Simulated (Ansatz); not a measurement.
The cluster LiNbO₃, relaxed as a singlet with RKS B3LYP-D4/def2-TZVP in Ansatz, starting from the GFN2-xTB geometry. Force threshold 0.02 eV/Å.

In the def2 sets Nb takes a core potential; there is no spin–orbit coupling. The structure holds one bond between oxygen atoms, so isomers without such links may lie far lower. The restricted singlet is unstable towards broken spin symmetry in Hartree–Fock (as tested in another run); at B3LYP-D4/def2-TZVP this wasn't settled. The relaxation made no stability test and no search for a lower SCF solution. No other spin state of charge 0 was run. Another isomer (triplet) lies 1.05 eV lower at PBE0-D4/def2-TZVP; other spin states weren't run for this one.

Start:

```xyz
5

Li   -1.3158   -1.4176   -1.5913
Nb   -0.0274    0.1911    0.2331
O     1.7531    0.6273    0.2769
O    -1.5313   -0.4090   -0.3213
O     1.1214    1.0082    1.4027
```

Question: Estimate the energy that the relaxation releases and the steps that it takes.

Answer: 1.71 eV, in 18 steps; 25 s on 4 threads of Arm Neoverse V2 on a shared host. No frequencies were taken in this run, so the end may be a saddle point.

Question: Does the start keep its bonding?

Answer: By distances, no bond broke or formed. The bond that changes most is Nb2–O5, from 1.83 to 1.99 Å (atoms count from 1).

Question: Predict the relaxed structure.

Answer: 
```xyz
5

Li   -0.800   -1.330   -1.492
Nb   -0.332    0.072    0.864
O     1.058    0.823   -0.111
O    -1.496   -0.095   -0.502
O     1.571    0.529    1.242
```
Bond lengths (bridged metal pairs left out): 3 × Nb–O 1.80 to 1.99 Å; 1 × O–O 1.48 Å; 1 × Li–O 1.73 Å.
